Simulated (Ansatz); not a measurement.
FGaGeH5N, SMILES `[NH2][Ga]([F])[GeH3]`. Charge 0, multiplicity 1. Correlated methods include outer-core shells of Ga, Ge, which these sets cover unevenly. Scalar relativity is left out up to krypton.

```json
{"atom": "N1", "x (Å)": "1.453", "y (Å)": "1.458", "z (Å)": "-0.436"}
{"atom": "Ga2", "x (Å)": "-0.186", "y (Å)": "0.725", "z (Å)": "-0.246"}
{"atom": "F3", "x (Å)": "-1.454", "y (Å)": "1.878", "z (Å)": "-0.668"}
{"atom": "Ge4", "x (Å)": "-0.823", "y (Å)": "-1.494", "z (Å)": "0.469"}
{"atom": "H5", "x (Å)": "2.316", "y (Å)": "0.979", "z (Å)": "-0.251"}
{"atom": "H6", "x (Å)": "1.592", "y (Å)": "2.405", "z (Å)": "-0.747"}
{"atom": "H7", "x (Å)": "-1.690", "y (Å)": "-1.414", "z (Å)": "1.734"}
{"atom": "H8", "x (Å)": "-1.630", "y (Å)": "-2.195", "z (Å)": "-0.634"}
{"atom": "H9", "x (Å)": "0.421", "y (Å)": "-2.342", "z (Å)": "0.780"}
```

(1) Give the diagnostics of a CCSD(T)/def2-TZVPP run (frozen core, Ansatz 0.2.0). (Best estimate.)

Results:

(1) Ansatz gave: T1 = 0.0134, largest single amplitude 0.029, largest double 0.031, (T) share of the correlation energy 3.5 %, 10 CCSD cycles. The RHF solution is stable towards an unrestricted one. T1 lies under the customary mark of 0.02 for closed shells.
